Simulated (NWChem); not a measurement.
Species: ZnH4O2F2; SMILES [OH2]->[Zn](<-[OH2])([F])[F]

Not confirmed as a minimum by frequencies.

**Question.** Give the equilibrium geometry at PBE0/def2-SVP (NWChem) as a list of bonds and angles, with the point group.

**Answer.** point group C1; any orientation.
Bonded distances (Å): Zn1–F2 1.828, Zn1–F3 1.826, Zn1–O4 2.146, Zn1–O7 2.118, O4–H5 0.991, O4–H6 0.964, O7–H8 0.964, O7–H9 0.989. Bond angles (°): F2–Zn1–F3 148.5, F2–Zn1–O4 119.5, F2–Zn1–O7 77.8, F3–Zn1–O4 76.8, F3–Zn1–O7 125.5, O4–Zn1–O7 107.6, Zn1–O4–H5 78.5, Zn1–O4–H6 118.9, H5–O4–H6 106.5, Zn1–O7–H8 119.0, Zn1–O7–H9 80.2, H8–O7–H9 106.8.
